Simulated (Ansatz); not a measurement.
Job for Ansatz (a first-principles code): R-CCSD(T)/cc-pVDZ on C3H6O2 (SMILES COC(C)=O), a point of a torsion scan.

Ansatz 0.2 input:
```yaml
crystal:
  periodic: [false, false, false]
  atoms:
    - {symbol: C, position_ang: [0.86001052, 1.18085728, 1.19005693]}
    - {symbol: O, position_ang: [0.52071289, -0.09593108, 0.68594823]}
    - {symbol: C, position_ang: [-0.41421647, -0.13145412, -0.32617698]}
    - {symbol: C, position_ang: [-1.83818308, -0.07354333, 0.15567159]}
    - {symbol: O, position_ang: [-0.08387614, -0.25161575, -1.46679126]}
    - {symbol: H, position_ang: [0.00202117, 1.66696485, 1.66709460]}
    - {symbol: H, position_ang: [1.63756706, 1.01049879, 1.93181592]}
    - {symbol: H, position_ang: [1.24828805, 1.82459864, 0.39484517]}
    - {symbol: H, position_ang: [-2.51765425, -0.22828584, -0.67664837]}
    - {symbol: H, position_ang: [-2.03576749, 0.89481347, 0.61172381]}
    - {symbol: H, position_ang: [-1.98765216, -0.84003929, 0.91315894]}
basis:
  gaussian:
    orbitals: cc-pVDZ
magnetization: {spin_polarized: false}
correlation: {method: ccsd_t, electrons: outside_noble_gas}
scf: {lower_state_search: off}
```

Program output:

```
WARN ansatz: RAYON_NUM_THREADS=1 ignored (pool sized by the plan → 1); use --threads N
Functional definition: HF
these checks for a lower state are left out or cut short: stability, starts, cluster_reference, orbital_swaps, neighbouring_geometries, increment
integrals: 0.12 GiB planned
905 factors; integrals over basis functions are off by at most 9.7e-4 eV
mean field: 0.25 GiB planned
mean field evaluation 1: about -7256.9346 eV, gradient 4.2e1 eV
mean field evaluation 2: about -7257.1248 eV, gradient 4.2e1 eV
mean field evaluation 4: about -7260.8836 eV, gradient 4.6e0 eV
mean field evaluation 8: about -7260.9675 eV, gradient 5.2e-1 eV
mean field evaluation 16: about -7260.9696 eV, gradient 1.4e-6 eV
mean field -7260.96955052 eV, -266.8357093197 hartree, gradient 1.4e-6 eV, S^2 0.000000; 0 other end points of the search recorded, 0 dependent functions left out
5 core orbitals not correlated
reference -7260.96955052 eV, -266.8357093197 hartree; 15, 15 occupied and 80, 80 virtual orbitals, 905 factors
second order -21.11274827 eV of doubles, -0.00000000 eV of singles
coupled cluster: 0.42 GiB planned
cycle   1  -21.50605577 eV  change   -3.9e-1 eV  update   1.1e-1
cycle   2  -22.08213888 eV  change   -5.8e-1 eV  update   3.3e-2
cycle   3  -22.23937433 eV  change   -1.6e-1 eV  update   1.8e-2
cycle   4  -22.23157985 eV  change    7.8e-3 eV  update   4.1e-3
cycle   5  -22.23135944 eV  change    2.2e-4 eV  update   1.7e-3
cycle   6  -22.23190103 eV  change   -5.4e-4 eV  update   5.8e-4
cycle   7  -22.23152015 eV  change    3.8e-4 eV  update   2.9e-4
cycle   8  -22.23146077 eV  change    5.9e-5 eV  update   1.4e-4
cycle   9  -22.23154783 eV  change   -8.7e-5 eV  update   6.9e-5
cycle  10  -22.23151750 eV  change    3.0e-5 eV  update   2.8e-5
perturbative correction -0.66796918 eV, -0.0245474147 hartree
Total energy: -7283.86903721 eV, -267.6772499335 hartree
Checks for a lower state left out: stability, starts, cluster_reference, orbital_swaps, neighbouring_geometries, increment
```

The calculation finished and met its thresholds.

Cost: roughly 15 core-seconds.
